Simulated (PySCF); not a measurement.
BeFHO. Atoms are numbered in the order given.

```xyz
4

Be     0.0009     0.0417     0.0000
F     -0.0158     1.4333     0.0000
O      0.0933    -1.3796     0.0000
H     -0.6079    -2.0295     0.0000
```

Geometry optimised at TPSSh-D3(BJ)/def2-TZVP. Other conformers were not sampled.

Calculation: TPSSh-D3(BJ)/def2-TZVP run with PySCF.

No scaling factor is applied to the harmonic values.

Computed harmonic wavenumbers and intensities:
| mode | ν (cm⁻¹) | IR (km/mol) | moving atoms (share of kinetic energy) |
|---|---|---|---|
| 1 | 299 | 70.9 | Be 63 %, H 24 %, F 10 % |
| 2 | 337 | 102.6 | Be 80 %, F 10 %, O 8 % |
| 3 | 549 | 227.9 | H 63 %, O 18 %, Be 17 % |
| 4 | 722 | 5.2 | F 49 %, O 45 % |
| 5 | 1531 | 370.9 | Be 80 %, O 10 %, F 9 % |
| 6 | 3944 | 106.1 | H 94 % |
